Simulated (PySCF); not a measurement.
Isomers of C3H14OSSi3, one GFN2-xTB conformer each. Single-point energies are computed at PBE0/pcSseg-1 (PySCF, gas phase, no added dispersion term), electronic only.

Task: Rank them by PBE0/pcSseg-1 energy, lowest first (kJ/mol).
A. `[CH3:1][Si@H:2]([SiH3:3])[CH2:4][O:5][CH2:6][S:7][SiH3:8]` with C1–Si2–C4–O5 59°, Si2–C4–O5–C6 178°, C4–O5–C6–S7 -74°, O5–C6–S7–Si8 -61°
B. `[CH3:1][CH2:2][CH2:3][SiH2:4][Si@@H:5]([OH:6])[S:7][SiH3:8]` with C1–C2–C3–Si4 -179°, C2–C3–Si4–Si5 66°, C3–Si4–Si5–O6 -58°, Si4–Si5–O6–H 156°, Si4–Si5–S7–Si8 69°

Result: B (0.0), A (246.8).

As drawn, the lower has an O–H bond and an Si–O bond, which the higher lacks. GFN2-xTB itself gives, in the same order: 0.0, 247.6. Both levels put the same isomer lowest.

Task: Which frontier levels, dipoles and rotational constants go with these structures?

Result: 
```
                    SMILES  HOMO (eV, PBE0/pcSseg-1)  LUMO (eV)  dipole (D)       A, B, C (MHz)
CCC[SiH2][Si@@H](O)S[SiH3]                     -7.14      -0.47        0.38  1361, 485.6, 465.7
 C[Si@H]([SiH3])COCS[SiH3]                     -7.06       0.11        1.37  1385, 536.6, 434.6
```
